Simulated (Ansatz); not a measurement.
The cluster Al₄O₆, relaxed as a singlet with RKS r2SCAN-D4/def2-SVP in Ansatz, starting from the GFN2-xTB geometry. Force threshold 0.02 eV/Å.

The structure comes from a short search, and lower isomers may exist.

Start:

```tsv
atom	x (Å)	y (Å)	z (Å)
Al1	-1.056	-1.240	0.006
Al2	-0.537	1.166	-1.002
Al3	0.139	0.602	1.507
Al4	1.454	-0.528	-0.510
O5	0.976	0.680	-1.610
O6	0.424	-1.882	-0.536
O7	1.697	0.081	1.061
O8	-0.425	1.883	0.537
O9	-1.696	-0.080	-1.062
O10	-0.976	-0.680	1.611
```

```json
{"step": "1", "energy (eV)": "-38657.1695", "largest force component (eV/Å)": "1.252", "SCF passes": "20"}
{"step": "2", "energy (eV)": "-38657.3183", "largest force component (eV/Å)": "0.695", "SCF passes": "22"}
{"step": "3", "energy (eV)": "-38657.3872", "largest force component (eV/Å)": "0.014", "SCF passes": "18"}
```

Force components are those of the run's own axes.

End:

```xyz
10

Al   -1.0647   -1.2512    0.0060
Al   -0.5423    1.1757   -1.0115
Al    0.1401    0.6073    1.5201
Al    1.4669   -0.5317   -0.5146
O     1.0008    0.6970   -1.6520
O     0.4353   -1.9300   -0.5506
O     1.7395    0.0817    1.0885
O    -0.4353    1.9300    0.5506
O    -1.7395   -0.0818   -1.0884
O    -1.0009   -0.6970    1.6519
```

By distances, no bond broke or formed. The bond that changes most is Al1–O9, from 1.70 to 1.74 Å (atoms count from 1).

No frequencies were taken in this run, so the end may be a saddle point.

Run time 10 s (4 threads of Arm Neoverse V2 on a shared host).
